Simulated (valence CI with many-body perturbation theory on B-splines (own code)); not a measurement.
Values are calculated unless marked as measured or tabulated.
**Tc XXXIX: input, log and results**

Method: relativistic CI+MBPT: three valence electrons over a frozen Dirac-Fock core [He], a basis of 11 s, 11 p, 10 d, 8 f, 5 g, 2 h functions for each j, with the one-electron correlation potential Σ1 (screened to all orders), the two-electron term Σ2, the three-electron term Σ3, Breit, model QED; selected single and double excitations, second order for the rest, scaled by the run's own slope (own B-spline code, finite nucleus).

Command, and the settings that its task file holds:

```sh
python run_cv.py task.json out
```

```
atom Tc  Z=43  mass_number=97  rms_radius_fm=4.4112
core [He]
valence 2s2 2p1
avg = 1
basis = M
breit = 1
cap = 32000
capref = 2000
cscale = 1
de = 0.0
dress = 0
eps = 2e-08
extrap = 1
h = 0.27
hh = 1
l2 = 3
lcore = 6
maxit = 60
n2 = 5
natural = 1
nlev = 150
nno = [5, 5, 5, 4, 2, 1]
nroot = 36
nsp = [6, 6, 5, 4, 3, 1]
pt2 = 1
qed = 1
rpa = 1
s1 = 1
s2 = 1
s3 = 1
screen = 1
tol = 2e-05
whole = 1
```

Task: Roughly how long does this run take on one core of Arm Neoverse V1, and how much memory?

Result: 98 s on 1 thread of Arm Neoverse V1 (shared host), peak memory 0.94 GiB.

Log. The first blocks belong to the next ion, which gives the ionisation energy. Fields: 2J, parity (1 odd), roots, reference size, generating configurations, candidates as configurations/state functions, variational space P, stored matrix elements, Davidson steps; e2 is the range of second-order energies in hartree. The first line gives the box (bohr), its intervals, the orbitals and the steps of their self-consistent field. Window is the range of levels sought, series limit the energy at which the first omitted orbital would enter, core excitation an estimate of the first excitation out of the core, left out the lowest levels not solved, and shifts from estimates the range by which levels moved from their first estimate, all in cm⁻¹.

```
rmax 3.8 intervals 58 orbitals 83 references ['2s2 2p', '2s 2p2', '2p3'] scf 2 t 0.5
2J=0 par=0 roots 2 ref 20 generators 3 cand 356/356 P 376/376 nnz 0 it 0
2J=0 par=0 roots 2 ref 20 generators 3 cand 24/24 P 400/400 nnz 0 it 0
   second order: generators 5 cand 16/16 e2 -0.00000 -0.00000
2J=0 par=1 roots 2 ref 17 generators 4 cand 300/300 P 317/317 nnz 0 it 0
2J=0 par=1 roots 2 ref 17 generators 5 cand 24/24 P 341/341 nnz 0 it 0
   second order: generators 7 cand 20/20 e2 -0.00000 -0.00000
reference levels 1013, estimated 767, window 35181580 1/cm; series limit 41438454, core excitation 150506036
2J=1 par=1 roots 27 ref 80 generators 24 cand 1375/2096 P 5004/7365 nnz 4.6e+06 it 5
2J=1 par=1 roots 27 ref 80 generators 26 cand 5294/8196 P 10298/15561 nnz 1.8e+07 it 6
   second order: generators 54 cand 7784/11850 e2 -0.00002 -0.00000
2J=1 par=0 roots 29 ref 82 generators 26 cand 1357/2045 P 4855/7158 nnz 4.5e+06 it 5
2J=1 par=0 roots 29 ref 82 generators 29 cand 5633/8890 P 10488/16048 nnz 1.9e+07 it 6
   second order: generators 56 cand 7324/10755 e2 -0.00002 -0.00000
2J=3 par=1 roots 36 ref 122 generators 27 cand 987/2061 P 3636/7214 nnz 5.5e+06 it 5
2J=3 par=1 roots 36 ref 122 generators 29 cand 7393/16263 P 11029/23477 nnz 4.3e+07 it 6
   second order: generators 59 cand 11331/24517 e2 -0.00002 -0.00000
2J=3 par=0 roots 36 ref 120 generators 26 cand 976/2053 P 3612/7203 nnz 5.4e+06 it 5
2J=3 par=0 roots 36 ref 120 generators 29 cand 8256/18639 P 11868/25842 nnz 5e+07 it 8
   second order: generators 54 cand 8626/18944 e2 -0.00003 -0.00000
2J=5 par=0 roots 32 ref 121 generators 27 cand 868/2057 P 3440/7207 nnz 5.6e+06 it 5
2J=5 par=0 roots 32 ref 121 generators 28 cand 8865/22377 P 12305/29584 nnz 6.6e+07 it 8
   second order: generators 57 cand 11675/31780 e2 -0.00005 -0.00000
2J=5 par=1 roots 25 ref 116 generators 21 cand 907/2136 P 3420/7310 nnz 5.7e+06 it 5
2J=5 par=1 roots 25 ref 116 generators 22 cand 8063/20365 P 11483/27675 nnz 5.8e+07 it 7
   second order: generators 49 cand 12558/33933 e2 -0.00004 -0.00000
2J=7 par=1 roots 13 ref 92 generators 13 cand 1052/2358 P 3580/7541 nnz 5.7e+06 it 6
2J=7 par=1 roots 13 ref 92 generators 13 cand 6405/16678 P 9985/24219 nnz 4.7e+07 it 8
   second order: generators 27 cand 10692/31762 e2 -0.00002 -0.00001
2J=7 par=0 roots 15 ref 89 generators 12 cand 816/2064 P 3260/7227 nnz 5.5e+06 it 5
...
2J=9 par=0 roots 7 ref 60 generators 8 cand 4275/11407 P 7490/18135 nnz 3.1e+07 it 7
   second order: generators 16 cand 9313/29029 e2 -0.00002 -0.00001
2J=11 par=0 roots 2 ref 26 generators 2 cand 1976/4618 P 3220/7111 nnz 5e+06 it 4
2J=11 par=0 roots 2 ref 26 generators 2 cand 826/1895 P 4046/9006 nnz 8.3e+06 it 4
   second order: generators 6 cand 3918/10574 e2 -0.00001 -0.00001
2J=11 par=1 roots 1 ref 29 generators 2 cand 1512/3714 P 2955/6437 nnz 5.4e+06 it 4
2J=11 par=1 roots 1 ref 29 generators 3 cand 559/1411 P 3514/7848 nnz 8.2e+06 it 4
   second order: generators 6 cand 4771/12737 e2 -0.00002 -0.00002
left out: unestimated 41473845, estimated 36868924, shifts from estimates -20 to 91
operators 0.2
```

The Davidson iterations converged.

The last digits are not significant, and no measured levels were compared; by estimate large intervals hold to a few tenths of a per cent, small ones and those within an open d or f shell to about a per cent.

- Valence energy: -640.2251 hartree
- Ionisation energy: 5572 eV (NIST: 5570 ± 4 eV (semi-empirical))
- Reference configurations for the orbitals: 2s2 2p, 2s 2p2, 2p3
- Radial orbitals: 83
- Box radius: 3.829 bohr
- Largest variational space: 29584
- Lowest levels: (2s^2 2p1/2) J=1/2 0.00, (2s 2p1/2^2) J=1/2 115.18, (2s^2 2p3/2) J=3/2 132.41, (2s 2p1/2 2p3/2) J=3/2 [a] 214.60, (2s 2p1/2 2p3/2) J=5/2 238.60, (2s 2p1/2 2p3/2) J=3/2 [b] 278.09, (2s 2p1/2 2p3/2) J=1/2 282.87, (2s 2p3/2^2) J=5/2 365.96, (2p1/2^2 2p3/2) J=3/2 407.28, (2s 2p3/2^2) J=1/2 422.02, (2s 2p3/2^2) J=3/2 423.20, (2p1/2 2p3/2^2) J=3/2 517.61, (2p1/2 2p3/2^2) J=5/2 533.47, (2p1/2 2p3/2^2) J=1/2 563.34 eV

Levels are named by their leading jj configuration (3d3/2^4 stands for four electrons in 3d with j = 3/2), which in mixed levels can hold well under half, so a name can repeat and another be missing. Letters in brackets count levels of one name in rising energy.
